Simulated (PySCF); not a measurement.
As2FH5Si, SMILES [AsH2][SiH]([AsH2])F. Atoms are numbered in the order given.

```xyz
9

Si     0.3661    -0.8002     0.2178
F      0.7690    -1.8006    -1.0286
As    -1.9920    -0.4493     0.1479
As     1.5977     1.2198    -0.0794
H      0.6914    -1.5321     1.4935
H     -1.8646     0.4473     1.3973
H     -1.8324     0.7653    -0.7879
H      1.1024     1.6914     1.3031
H      2.8687     0.6066     0.5431
```
Charge 0, spin multiplicity 1.

Geometry: PBE-D3(BJ)/def2-SVP.

Calculation: ωB97X/def2-TZVP (PySCF).

ESP charges are fitted to the potential on shells at 1.4 to 2.0 van der Waals radii. Atomic charges (e):

```tsv
atom	ESP fit	meta-Löwdin	Mulliken	Löwdin
Si1	0.50	0.78	0.42	-0.18
F2	-0.26	-0.52	-0.33	-0.05
As3	-0.14	…	-0.14	0.16
As4	-0.14	…	-0.14	0.15
H5	-0.10	…	-0.03	-0.05
H6	0.03	…	0.05	-0.01
H7	0.05	…	0.06	-0.01
H8	0.01	…	0.06	-0.01
H9	0.05	…	0.06	-0.01
```

**Question.** Some entries are withheld; supply them. (An estimate is asked for; the answer gives what the named calculation found.)

**Answer.** 
- As3, meta-Löwdin: -0.07
- As4, meta-Löwdin: -0.07
- H5, meta-Löwdin: -0.10
- H6, meta-Löwdin: -0.01
- H7, meta-Löwdin: -0.01
- H8, meta-Löwdin: 0.00
- H9, meta-Löwdin: 0.00

**Question.** Give the Mayer and Wiberg (Löwdin basis) orders of the bonds. (An estimate is asked for; the answer gives what the named calculation found.)

**Answer.** 
```tsv
bond	Mayer	Wiberg
Si1–F2	1.05	1.66
Si1–As3	1.04	1.33
Si1–As4	1.04	1.32
Si1–H5	0.92	0.94
As3–H6	0.95	0.97
As3–H7	0.96	0.98
As4–H8	0.95	0.97
As4–H9	0.96	0.98
```
